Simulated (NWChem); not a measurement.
Molecule: CaCl2; SMILES [Ca]([Cl])[Cl]

Computed with NWChem. All runs use the structure optimised with PBE0/def2-SVP.

Diagonal of the polarisability tensor at B3LYP/def2-SVPD, static: 74.40, 47.88, 48.10 bohr³.

Problem. Find the mean polarisability volume, the molar refraction, and the refractive index that an ideal gas of it would have at 273.15 K and 1 atm.

Solution. 
1. Mean: one third of the trace = 56.79 bohr³ × 0.14818 Å³/bohr³ = 8.42 Å³.
2. Molar refraction (Lorentz-Lorenz): (4π/3) N_A α = 21.2 cm³/mol.
3. Number density p/kT = 2.687 × 10⁻⁵ Å⁻³; n − 1 = 2π N α = 14.21 × 10⁻⁴.
4. These hold the electronic response alone: vibrational and orientational terms add to the static dielectric constant.
